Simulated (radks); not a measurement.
Problem. Ir2+, configuration [Xe] 4f14 5d7 (the NIST ground configuration). Calculated with a radial shooting solver on a logarithmic mesh with Libxc functionals: scalar-relativistic Kohn-Sham, PBE, spin-unpolarised, spherical densities, point nucleus. Some entries of the table are withheld. Estimate them.

| orbital | occ. | eigenvalue (eV) | <r> (bohr) | <r^2> (bohr^2) |
|---|---|---|---|---|
| 1s | 2 | -76156.56 | 0.01743 | 0.0004193 |
| 2s | 2 | -13336.69 | 0.07360 | 0.006415 |
| 2p | 6 | -11586.88 | 0.06624 | 0.005363 |
| 3s | 2 | -3132.898 | 0.1904 | 0.04147 |
| 3p | 6 | -2621.344 | 0.1913 | 0.04244 |
| 3d | 10 | -2058.785 | 0.1733 | 0.03516 |
| 4s | 2 | -682.2654 | 0.4233 | 0.2022 |
| 4p | 6 | -514.5260 | 0.4505 | 0.2307 |
| 4d | 10 | -308.6499 | 0.4784 | (1) |
| 5s | 2 | (2) | 0.9782 | 1.074 |
| 4f | 14 | -79.8517 | 0.5352 | 0.3511 |
| 5p | 6 | -72.4241 | 1.133 | 1.452 |
| 5d | 7 | -24.4091 | 1.623 | 3.088 |
| 6s | 0 | -21.4824 | 2.559 | 7.346 |
| 6p | 0 | (3) | 3.241 | 11.79 |

Solution. 
(1) 4d <r^2> (bohr^2): 0.2647
(2) 5s eigenvalue (eV): -115.6700
(3) 6p eigenvalue (eV): -14.0608
